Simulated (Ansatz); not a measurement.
# Abstraction of Br: AlHBr2 + SiH2(CH3) → AlHBr + SiH2(CH3)Br

Species: AlHBr2 `[Br][AlH][Br]`, singlet; SiH2(CH3), doublet; AlHBr `[AlH][Br]`, doublet; SiH2(CH3)Br, singlet. A radical takes Br: the energy is the difference in strength between the Al–Br bond broken and the Si–Br bond made.

Shapes, held fixed at every level: PBE0-D4/def2-TZVP. Programs: Ansatz 0.2.0. The zero-point and thermal change to 298 K, harmonic and unscaled (PBE0-D4/def2-TZVP), is +1.2 kJ/mol.

Problem. Estimate ΔH(298 K) of this reaction.

Solution. The highest level, CCSD(T)/def2-TZVPP, gives ΔH(298 K) = +27.6 kJ/mol; the levels span +13.8 to +38.6. The column of differences is taken from that level and isn't an error. No measured value is set beside it here. Open shells run unrestricted. Relativity is left out for Br. Outer-core shells of Br are correlated, in sets that cover them unevenly.

| level | kind | ΔH(298 K) (kJ/mol) | less CCSD(T)/def2-TZVPP |
| --- | --- | --- | --- |
| MP2/def2-SVP | perturbation theory | +38.3 | +10.7 |
| HF/def2-SVP | Hartree–Fock | +38.6 | +11.0 |
| SPW92/def2-TZVPP | LDA | +13.8 | -13.8 |
| B3LYP-D4/def2-TZVPP | global hybrid | +22.2 | -5.4 |
| PBE0-D4/def2-TZVPP | global hybrid | +20.9 | -6.7 |
| wB97M-V/def2-TZVPP | range-separated hybrid | +22.6 | -5.0 |
| CCSD/def2-TZVPP | coupled cluster or CI | +28.5 | +0.9 |
| CCSD(T)/def2-TZVPP | coupled cluster or CI | +27.6 | 0.0 |
